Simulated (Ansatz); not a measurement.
Coupled-cluster diagnostics for the cluster Na8⁺, Ansatz.

Geometry of the doublet (r2SCAN/def2-SVP):

```xyz
8

Na    2.084    0.450    0.109
Na    1.753   -1.824    3.046
Na    1.911   -0.856   -3.382
Na    0.450   -2.612   -0.389
Na   -3.754    1.465    0.127
Na   -0.432    3.134    0.510
Na   -0.950    0.419   -1.867
Na   -1.063   -0.176    1.847
```

Correlated methods freeze 8 core orbitals; core or outer-core shells of Na are correlated, in sets that lack core-valence functions. In CCSD on the charge 1 doublet the largest single amplitude is 0.17, so its Hartree–Fock determinant may place the open shell otherwise than the density functionals do. Another isomer (doublet) lies 0.09 eV lower at PBE0/def2-TZVP; other spin states weren't run for this one.

(1) Estimate the CCSD(T) correlation energy, the shares of MP2 and (T), T1 and the reference's ⟨S²⟩ for: charge 1, doublet, own geometry in def2-SVP; and the rough time on 4 threads of Arm Neoverse N1 on a shared host.

Results:

(1) 
```json
{"state": "charge 1, doublet, own geometry", "basis": "def2-SVP", "correlation (eV)": "-3.252", "MP2 share (%)": "65.2", "(T) share (%)": "6.7", "T1": "0.036", "⟨S²⟩ (pure)": "1.36 (0.75)", "wall time": "5.7 min", "remarks": "spin-contaminated (⟨S²⟩ 1.36)"}
```
Customary marks for T1 are 0.02 (closed shells), 0.045 (open shells) and about 0.05 (3d metals). T1 exceeds 0.02 in 1 of 1 rows and 0.045 in 0; the higher it lies, the less the single-reference result can be trusted.
